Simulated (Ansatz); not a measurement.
Consider the formal exchange of groups at the Si–B bond: `CB(N)[SiH3]` + `[CH3][AlH][TeH]` → `[SiH3][CH2][AlH][TeH]` + `CBN`.

Isolated molecules relaxed with PBE0-D4/def2-TZVP in Ansatz; ΔE leaves out vibrations. CCSD(T)/CBS is the MP2 limit (def2-TZVPP, def2-QZVPP) plus CCSD(T) − MP2 in def2-TZVPP, frozen cores. DFT in def2-TZVPP. B3LYP here is the variant with VWN-RPA as its local correlation; programs differ in this. def2 core potentials past Kr. For Te outer-core shells are correlated without core-valence functions, which leaves a few kJ/mol of doubt a bond. One conformer a species, not always the lowest.

CCSD(T)/CBS gives -0.30 eV.

Another level gave -0.26 eV. Which?
A. B3LYP-D4/def2-TZVPP
B. HF/def2-TZVPP
C. PBE0/def2-TZVPP
D. PBE/def2-TZVPP

A. B3LYP-D4 -0.26, PBE -0.16, PBE0 -0.21, HF/def2-TZVPP -0.34 eV.

Largest T1 diagnostic among the species: 0.013.

From PBE to PBE0 (25 % exact exchange), in def2-TZVPP and without D4, ΔE moves by −0.05 eV. The D4 term adds −0.03 eV with B3LYP and −0.02 eV with PBE0; it sums over pairs of atoms, weighted by their polarisabilities, and B3LYP, whose exchange is more repulsive, gets the larger term.
